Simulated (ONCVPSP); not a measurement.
# Reading a pseudo-wave (boron (B))

Columns: radius, all-electron u(r) and pseudo u(r) of the 2p shell (level -3.61 eV) of boron in the configuration [He] 2s2 2p1; PBE, scalar-relativistic, ONCV scheme, ONCVPSP 4.0.1.

| r (bohr) | all-electron | pseudo |
| --- | --- | --- |
| 0.103 | 0.0286 | 0.0099 |
| 0.205 | 0.0903 | 0.0384 |
| 0.308 | 0.1649 | 0.0837 |
| 0.410 | 0.2400 | 0.1417 |
| 0.513 | 0.3115 | 0.2097 |
| 0.615 | 0.3754 | 0.2822 |
| 0.718 | 0.4316 | 0.3569 |
| 0.820 | 0.4793 | 0.4288 |
| 0.923 | 0.5204 | 0.4964 |
| 1.025 | 0.5541 | 0.5552 |
| 1.128 | 0.5809 | 0.6038 |
| 1.230 | 0.6008 | 0.6393 |
| 1.332 | 0.6147 | 0.6611 |
| 1.435 | 0.6232 | 0.6694 |
| 1.538 | 0.6270 | 0.6660 |
| 1.640 | 0.6266 | 0.6543 |
| 1.743 | 0.6226 | 0.6381 |
| 1.845 | 0.6158 | 0.6217 |
| 1.948 | 0.6064 | 0.6074 |
| 2.050 | 0.5950 | 0.5951 |
| 2.153 | 0.5819 | 0.5820 |
| 2.255 | 0.5677 | 0.5677 |
| 2.358 | 0.5523 | 0.5523 |
| 2.460 | 0.5363 | 0.5363 |
| 2.562 | 0.5198 | 0.5198 |
| 2.665 | 0.5028 | 0.5028 |

(1) How many radial nodes do the two functions have?

(2) At about which radius was the pseudo-wave matched?

(3) Is the pseudo-wave norm-conserving?

Answers

(1) The all-electron 2p function has n − l − 1 = 0; the pseudo-wave has 0.

(2) 2.05 bohr, where the columns begin to agree (steps of 0.10 bohr).

(3) Yes: the ONCV scheme keeps the norm inside the radius equal to the all-electron one, which fixes the energy derivative of the logarithmic derivative at the level.
